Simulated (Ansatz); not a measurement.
PBE exchange is replaced step by step with exact exchange (0 % is PBE, 25 % PBE0; no dispersion term), basis def2-TZVPD, Ansatz. System: OsO₃⁻ (the lowest doublet isomer of a short search). Total charge -1; doublet. Geometry: PBE-D4/def2-TZVPD, each spin state at its own.

Geometry of the doublet:

```csv
atom,x (Å),y (Å),z (Å)
Os1,-0.076,0.031,0.017
O2,-1.393,-0.904,-0.630
O3,1.535,-0.624,-0.340
O4,-0.065,1.497,0.953
```

In the def2 sets Os takes a core potential; there is no spin–orbit coupling. At PBE-D4/def2-TZVPD, PBE with 5 % exact exchange/def2-TZVPD, PBE with 10 % exact exchange/def2-TZVPD the highest occupied level of the charge -1 doublet lies above zero (up to 0.79 eV). By energy differences its removal costs 2.63 eV (vertical, to the charge 0 singlet, at PBE-D4/def2-TZVPD); a positive level beside a positive removal energy at the same level points to self-interaction error. At PBE-D4/def2-TZVPD, PBE with 5 % exact exchange/def2-TZVPD the highest occupied level of the charge -1 quartet lies above zero (up to 0.57 eV). It is a level of α spin, whose loss leaves a triplet; that state wasn't run at this geometry and level. The electron is either unbound and held by the finite basis, or the level is raised by self-interaction error. The structure comes from a short search, and lower isomers may exist.

HOMO and LUMO are taken over both spins.

```
exact exchange (%)  HOMO (eV)  LUMO (eV)  gap (eV)   ⟨S²⟩  quartet − doublet (kJ/mol)
                 5       0.46       1.50      1.03  0.754                       122.2
                10       0.13       1.68      1.54  0.754                       117.8
                15      -0.20       1.86      2.06  0.755                       113.3
                25      -0.88       2.23      3.11  0.757                       104.5
                35      -1.57       2.61      4.18  0.760                        95.8
                50      -2.62       3.21      5.82  0.765                        83.0
```

Problem. Estimate the row for 0 %.

Solution. 
| exact exchange (%) | HOMO (eV) | LUMO (eV) | gap (eV) | ⟨S²⟩ | quartet − doublet (kJ/mol) |
| --- | --- | --- | --- | --- | --- |
| 0 | 0.79 | 1.32 | 0.52 | 0.753 | 126.7 |
